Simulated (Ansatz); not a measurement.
A nudged elastic band was laid between two geometries of BClFH + H4Si (9 atoms, charge 0, multiplicity 1).

The calculation used Ansatz 0.2.0, RHF/def2-SVP.

| Property | Result |
| --- | --- |
| movable images | 5 |
| climbing image | yes |
| spring | 5.0 eV/Å² |
| optimiser | quadratic models (default) |
| start path | through a guess of the saddle point |
| force threshold | 0.03 eV/Å |
| iteration limit | 60 |
| end points | relaxed |

Image 0:

```xyz
9
Properties=species:S:1:pos:R:3
B -0.208 1.224 -0.423
H 0.138 2.044 0.366
Cl 0.963 0.187 -1.223
F -1.469 1.082 -0.715
Si 0.689 -3.015 1.382
H 0.007 -3.380 0.120
H 2.133 -2.808 1.131
H 0.511 -4.101 2.373
H 0.098 -1.765 1.919
```

Image 6:

```xyz
9
Properties=species:S:1:pos:R:3
B -0.198 -0.833 -0.514
H 0.896 1.088 2.197
Cl 0.879 0.151 -1.513
F -1.449 -0.452 -0.457
Si 0.465 -2.502 0.472
H 0.403 -3.654 -0.462
H 1.866 -2.312 0.912
H -0.394 -2.785 1.646
H 0.393 0.766 2.647
```

Q: Which bonds break or form, and what moves?

A: Bonds broken: B1–H2, Si5–H9. Bonds formed: B1–Si5, H2–H9. BClFH + H4Si becomes BClFH3Si + H2.

Q: Give the energies along the band, and the barrier.

A: The run converged. The highest image is number 3 of 0 to 6, 2.73 eV above the first end and 1.92 eV above the last; the last end lies 0.81 eV above the first. Neighbouring images differ by up to 2.5 eV, so the band resolves the path poorly. A vibrational analysis at the climbing image gives one clearly imaginary mode, 1436i cm⁻¹: a first-order saddle point. The orbitals stay closed-shell, which can raise the energy where a bond breaks towards radicals; this wasn't checked here.

| image | path coordinate (Å) | energy (eV) | B1–H2 (Å) | Si5–H9 (Å) | B1–Si5 (Å) |
| --- | --- | --- | --- | --- | --- |
| 0 | 0.00 | 0.00 | 1.19 | 1.48 | 4.69 |
| 1 | 1.35 | 0.01 | 1.19 | 1.48 | 4.07 |
| 2 | 2.71 | 0.24 | 1.19 | 1.48 | 3.21 |
| 3 | 4.06 | 2.73 | 1.33 | 1.97 | 2.19 |
| 4 | 5.02 | 1.22 | 2.16 | 2.65 | 2.04 |
| 5 | 5.97 | 0.84 | 2.82 | 3.39 | 2.05 |
| 6 | 6.92 | 0.81 | 3.50 | 3.93 | 2.05 |

Q: What is the geometry of the highest image?

A: 
```xyz
9
Properties=species:S:1:pos:R:3
B 0.015 -0.233 0.205
H 0.390 0.609 1.157
Cl 1.091 0.135 -1.209
F -1.327 -0.144 0.059
Si 0.496 -2.284 0.798
H -0.037 -2.967 -0.398
H 1.951 -2.505 0.945
H -0.209 -2.750 2.015
H 0.491 -0.393 1.359
```

The band took 55 iterations and roughly 5 core-minutes.

The run took 5.3 min on 1 thread of Arm Neoverse V2 (shared host), peak memory 0.16 GiB.
